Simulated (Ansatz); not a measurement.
## Counterpoise correction, worked out

The pair of Cl⁻ (SMILES [Cl-], atom 1) and H₂Te (SMILES [TeH2], atoms 2–4), both closed shells, in one local arrangement (a lower one may exist), relaxed at PBE0-D4/def2-TZVPD:

```
4
angstrom
Cl -0.0269 -0.0981 -2.6100
Te 0.2389 0.5445 0.2794
H 0.2161 0.5174 1.9994
H -0.4281 -0.9640 0.3311
```

Computed with Ansatz 0.2.0 (basis: def2-TZVPPD); correlated methods freeze the cores. Filled d shells of the heavier atoms are correlated. Core potentials replace the inner electrons of the atoms past krypton. The def2 sets are not built for correlating such inner shells, so the correlated values are less sure here.

CCSD(T) total energies in eV:

| system | geometry | basis functions | energy |
| --- | --- | --- | --- |
| pair | pair | all | -19821.97544 |
| Cl⁻ | as in the pair | all (partner as ghosts) | -12511.63600 |
| H₂Te | as in the pair | all (partner as ghosts) | -7309.83988 |
| Cl⁻ | as in the pair | its own | -12511.60949 |
| H₂Te | as in the pair | its own | -7309.81745 |
| Cl⁻ | free (PBE0-D4 minimum) | its own | -12511.60949 |
| H₂Te | free (PBE0-D4 minimum) | its own | -7309.86385 |

Q: Work out the interaction energy with and without the counterpoise correction, the superposition error, and the binding energy from the relaxed fragments.

A: Without correction: -19821.97544 − (-12511.60949) − (-7309.81745) = -0.54850 eV.
With correction (each fragment in the whole basis): -19821.97544 − (-12511.63600) − (-7309.83988) = -0.49956 eV = -11.52 kcal/mol.
The superposition error is the difference, 0.04894 eV, 9 % of the uncorrected value: each fragment borrows its partner's functions.
Deformation from the free shapes: 0.00000 eV for Cl⁻ and 0.04640 eV for H₂Te.
Binding energy from relaxed fragments: -0.49956 + 0.00000 + 0.04640 = -0.45316 eV = -10.45 kcal/mol (electronic, without zero-point energy; negative means bound). For comparison, the corrected interaction energy by CCSD(T) at an estimated basis limit (MP2 extrapolated from triple and quadruple zeta, plus CCSD(T) − MP2 in triple zeta) is -0.600 eV; triple zeta with the correction binds less.

T1 diagnostic: at most 0.011.

For scale, one of the runs: CCSD(T)/def2-TZVPPD, 144 basis functions, launched by `ansatz run in.yaml --threads 2 --pin off --events-out ev --progress --plain --max-ram 5222MiB`. Time: 13 s of wall clock on 2 CPU threads of an Arm Neoverse V1; the host was shared. Peak host memory: 0.7 GiB.
